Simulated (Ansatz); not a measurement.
Geometry optimisation, Ansatz, RKS revPBE/6-31G*.

Input:

```yaml
crystal:
  periodic: [false, false, false]
  atoms:
    - { symbol: Si, position_ang: [-0.254027, 0.902197, -0.860678] }
    - { symbol: Si, position_ang: [0.132392, -2.60512, -0.728359] }
    - { symbol: H, position_ang: [0.648579, 0.107862, -1.761839] }
    - { symbol: H, position_ang: [-1.647233, 0.38963, -0.734235] }
    - { symbol: O, position_ang: [-0.463734, 2.441903, -1.535258] }
    - { symbol: H, position_ang: [0.287145, -1.536967, 0.242519] }
    - { symbol: "N", position_ang: [0.474936, 0.727401, 0.762412] }
    - { symbol: C, position_ang: [-0.171797, 1.170463, 2.003968] }
    - { symbol: H, position_ang: [-1.058292, -2.348918, -1.605864] }
    - { symbol: H, position_ang: [1.355954, -2.695327, -1.596735] }
    - { symbol: H, position_ang: [-0.060893, -3.935658, -0.052233] }
    - { symbol: H, position_ang: [0.348608, 2.779332, -1.963725] }
    - { symbol: H, position_ang: [1.494702, 0.783765, 0.807609] }
    - { symbol: H, position_ang: [0.170188, 0.556745, 2.859133] }
    - { symbol: H, position_ang: [-1.262016, 1.026183, 1.910239] }
    - { symbol: H, position_ang: [0.005588, 2.236512, 2.253149] }
basis:
  gaussian: { orbitals: "6-31G*" }
hamiltonian:
  xc: revpbe
relax:
  f_tol: 0.03
  max_steps: 50
output:
  orbitals: {}
```

Command:

```bash
$ ansatz run input.yaml --threads 2 --pin off --max-ram 3072MiB --backend cpu --events-out ev --progress --plain --runs-dir out
```

Question: Where does it end, and by what steps?

Answer: It converged. The force dipped under the threshold on the way, but the program's further checks kept it going. After 29 steps the energy has fallen by 0.337 eV; H6 moved furthest, 1.70 Å.

```tsv
step	energy less start (eV)	largest force component (eV/Å)	accepted
0	0.0000	1.046	yes
2	-0.2477	0.178	yes
4	-0.2285	1.092	no
6	-0.3008	0.337	yes
8	-0.3117	0.078	yes
10	-0.3130	0.041	yes
12	-0.3135	0.023	yes
14	-0.3141	0.053	yes
16	-0.3151	0.076	yes
18	-0.3170	0.108	yes
20	-0.3226	0.086	yes
22	-0.3274	0.077	yes
24	-0.3332	0.067	yes
26	-0.3360	0.059	yes
28	-0.3369	0.008	yes
29	-0.3371	0.008	yes
```

```xyz
16
Properties=species:S:1:pos:R:3
Si -0.489 1.555 -1.034
Si 0.296 -3.273 -0.381
H 0.060 0.739 -2.172
H -1.975 1.484 -0.892
O -0.244 3.207 -1.311
H 0.380 -3.011 1.093
N 0.221 0.816 0.376
C -0.140 1.124 1.765
H -1.046 -2.854 -0.899
H 1.376 -2.506 -1.085
H 0.494 -4.739 -0.634
H 0.680 3.439 -1.525
H 1.155 0.416 0.280
H -0.047 0.225 2.403
H -1.195 1.447 1.801
H 0.474 1.932 2.214
```

Whether the end is a true minimum wasn't checked by a vibrational analysis.

Run time: 54 s on 2 threads of Intel(R) Xeon(R) Platinum 8488C (Sapphire Rapids), on a shared host, peak memory 0.18 GiB.
